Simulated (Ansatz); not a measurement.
Compare A (`B[Si](C)(N)F`) with its isomer B (`NB([SiH3])CF`).

Program: Ansatz. Geometries: PBE0-D4/def2-TZVP. ΔE: electronic, gas phase. CBS: MP2 limit from def2 TZ/QZ plus the TZ coupled-cluster correction, frozen cores. Functionals use def2-TZVPP. B3LYP here is the variant with VWN-RPA as its local correlation; programs differ in this. Each species was taken in one conformer, which may not be the lowest.

Task: Which is lower in electronic energy at CCSD(T)/CBS, and by how much? (Best estimate.)

Result: Computed: A, by 34.0 kcal/mol.

Task: Give E(B) − E(A) in kcal/mol with MP2/def2-TZVPP, r2SCAN-D4, PBE0-D4, CCSD(T)/def2-TZVPP, B3LYP-D4, PBE-D4, B3LYP. (An estimate is asked.)

Result: Ansatz gave: MP2/def2-TZVPP 35.2, r2SCAN-D4 30.9, PBE0-D4 28.6, CCSD(T)/def2-TZVPP 32.1, B3LYP-D4 30.3, PBE-D4 25.8, B3LYP 29.8. None reverses the order clearly.

Largest T1 diagnostic: 0.013.

In def2-TZVPP, CCSD(T) changes the Hartree–Fock value by −4.1 kcal/mol (the triples alone add −1.1 kcal/mol) and MP2 by −1.0 kcal/mol. From PBE to PBE0 (25 % exact exchange), in def2-TZVPP and without D4, E(B) − E(A) moves by +2.8 kcal/mol.
